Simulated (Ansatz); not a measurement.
XAg6 (charge +1): gap (eV) at several levels, gas phase, relaxed structures; Ansatz. Clusters are the lowest isomers that short searches found in that spin, judged at the geometry's level. Core potentials for Ag, Sb in the def2 sets, no spin–orbit coupling. HOMO and LUMO are taken over both spins. The structures are stationary points that may keep the symmetry of their start. Remarks come from the PBE and PBE0 runs and from stability tests at other levels; not every state was tested.

| species | state | geometry | PBE-D4/def2-SVP | PBE-D4/def2-TZVP | r2SCAN-D4/def2-TZVP | PBE0-D4/def2-SVP | PBE0-D4/def2-TZVP | remarks |
| --- | --- | --- | --- | --- | --- | --- | --- | --- |
| MgAg6⁺ | doublet | PBE-D4/def2-SVP | 0.34 | 0.34 | 0.62 | 1.63 | 1.63 | – |
| Ag6Sb⁺ | singlet | r2SCAN-D4/def2-SVP | 0.87 | 0.88 | 1.01 | 2.10 | 2.11 | restricted SCF unstable in HF |
| LiAg6⁺ | singlet | r2SCAN-D4/def2-SVP | 1.95 | 1.93 | 2.08 | 3.15 | 3.14 | – |

Over the 3 species that have every level, the mean is 1.05 at PBE-D4/def2-SVP, 1.05 at PBE-D4/def2-TZVP, 1.24 at r2SCAN-D4/def2-TZVP, 2.29 at PBE0-D4/def2-SVP, 2.29 at PBE0-D4/def2-TZVP. Orbital gaps grow with the share of exact exchange and aren't one observable across functionals.
